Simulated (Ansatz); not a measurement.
`[SeH][SiH2]Br` + `[SeH][SiH]([SeH])[SeH]` → `[SeH][Si]([SeH])([SeH])[SeH]` + `[SiH3]Br`  (formal exchange of groups at the Se–Si bond)

Program: Ansatz. Geometries: PBE0-D4/def2-TZVP. ΔE: electronic, gas phase. CBS: MP2 limit from def2 TZ/QZ plus the TZ coupled-cluster correction, frozen cores. Functionals use def2-TZVPP. B3LYP here is the variant with VWN-RPA as its local correlation; programs differ in this. For Br, Se outer-core shells are correlated without core-valence functions, which leaves a few kJ/mol of doubt a bond. Scalar relativity is left out up to krypton. Each species was taken in one conformer, which may not be the lowest.

```csv
level,ΔE (kJ/mol)
B3LYP,4.9
SCS-MP2/def2-TZVPP,-5.0
CCSD/def2-TZVPP,-0.1
CCSD/CBS(def2),0.2
```

(1) What does CCSD(T)/CBS give? (Estimate.)

Largest T1 diagnostic among the species: 0.009.

Results:

(1) Computed: -2.1 kJ/mol. The listed levels differ from it by 7.0, -2.9, 2.0, 2.3 kJ/mol.

In def2-TZVPP, CCSD(T) changes the Hartree–Fock value by −10.9 kJ/mol (the triples alone add −2.4 kJ/mol) and MP2 by −16.5 kJ/mol. The D4 term adds −9.6 kJ/mol with B3LYP and −5.3 kJ/mol with PBE0; it sums over pairs of atoms, weighted by their polarisabilities, and B3LYP, whose exchange is more repulsive, gets the larger term.
